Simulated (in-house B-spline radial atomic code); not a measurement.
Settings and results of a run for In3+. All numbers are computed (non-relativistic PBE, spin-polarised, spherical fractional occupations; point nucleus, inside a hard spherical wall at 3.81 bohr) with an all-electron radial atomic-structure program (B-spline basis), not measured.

Command:
```bash
python run_scf.py task.json out
```
Settings:
```
Z                49
configuration    [Kr] 4d10
hamiltonian      nr
method           pbe,pbe
spin_polarised   True
wall_radius      3.81
```

Output (hartree, bohr):
```
 radial grid: 44 intervals, B-splines of order 8, outer radius 3.81 bohr

 iter        energy (Eh)    residual
    1       -5728.882553    6.02e-01
    2       -5732.135377    5.09e-01
    3       -5740.052185    6.38e-02
    4       -5740.199202    1.43e-02
    5       -5740.203823    5.64e-03
    6       -5740.204122    3.63e-04
    7       -5740.204123    1.73e-04
    8       -5740.204124    2.24e-05
    9       -5740.204124    4.63e-07

 total energy                     -5740.20412
 kinetic                            5738.1020
 electron-nucleus                 -13608.3124
 Hartree                            2284.9925
 exchange-correlation               -154.9862

 orbital      occ     eigenvalue          <r>       <r^2>       <1/r>       r_max
 1s up      1.000      -985.8423    0.0310521  0.00128981     48.4756     0.02056
 1s down    1.000      -985.8423    0.0310521  0.00128981     48.4756     0.02056
 2s up      1.000      -145.2604     0.134329   0.0211938     11.0606       0.114
 2s down    1.000      -145.2604     0.134329   0.0211938     11.0606       0.114
 2p up      3.000      -135.7269     0.114621   0.0159801     11.0668     0.08926
 2p down    3.000      -135.7269     0.114621   0.0159801     11.0668     0.08926
 3s up      1.000       -28.3146     0.361653    0.149336     3.97138      0.3279
 3s down    1.000       -28.3146     0.361653    0.149336     3.97138      0.3279
 3p up      3.000       -24.4124     0.352911    0.144352      3.8917      0.3144
 3p down    3.000       -24.4124     0.352911    0.144352      3.8917      0.3144
 3d up      5.000       -17.1833     0.324319    0.124825     3.74691      0.2587
 3d down    5.000       -17.1833     0.324319    0.124825     3.74691      0.2587
 4s up      1.000        -5.1263     0.878448    0.873212     1.56173      0.7968
 4s down    1.000        -5.1263     0.878448    0.873212     1.56173      0.7968
 4p up      3.000        -3.8530     0.933993    0.996836     1.44993      0.8279
 4p down    3.000        -3.8530     0.933993    0.996836     1.44993      0.8279
 4d up      5.000        -1.7694      1.13689     1.52153     1.16626      0.9248
 4d down    5.000        -1.7694      1.13689     1.52153     1.16626      0.9248
```

Run time, properties included: 0.08 s on 1 thread of Arm Neoverse V1, on a shared host.
